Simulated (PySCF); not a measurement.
A GIAO shielding run with PySCF (density fitting, non-relativistic, gas phase) on `CC[Si@H](C)/C=C(\C#N)OC`, C7H13NOSi:

```
$ OMP_NUM_THREADS=1 python probes_run.py task.json out

{"job": {"kind": "nmr", "xc": "PBE0", "basis": "pcSseg-1"}, "charge": 0, "multiplicity": 1}
C     -2.336766     1.345612     0.822712
C     -2.119120    -0.143463     0.574801
Si    -1.191654    -0.506601    -1.052681
C     -0.812459    -2.364092    -1.183682
C      0.405494     0.496829    -1.123861
C      1.410576     0.436143    -0.236817
C      1.339500    -0.446010     0.872660
N      1.287966    -1.157488     1.771757
O      2.522191     1.217279    -0.381583
C      3.534597     1.089239     0.590527
H     -1.384572     1.869497     0.872415
H     -2.864445     1.510043     1.760562
H     -2.922959     1.786920     0.019943
H     -3.088202    -0.644552     0.561416
H     -1.565537    -0.565397     1.415278
H     -1.989220    -0.059608    -2.207686
H     -0.236187    -2.710095    -0.330625
H     -0.242751    -2.585222    -2.080863
H     -1.726538    -2.948103    -1.222165
H      0.547355     1.197362    -1.935024
H      4.321034     1.780752     0.292951
H      3.171229     1.356926     1.588408
H      3.935717     0.071013     0.621632
```

Hardware: 1 thread of an Arm Neoverse N1, shared host. The job also computes population analyses, field gradients.

(1) How large is the calculation?

(2) How long does it take, and how much memory does it need?

## Answers

(1) 84 electrons, 242 basis functions and 1269 auxiliary functions.

(2) 110 s of wall time, with 14 SCF cycles and 5 response iterations; peak memory 1.2 GiB. Times on a shared host scatter by some tens of per cent.
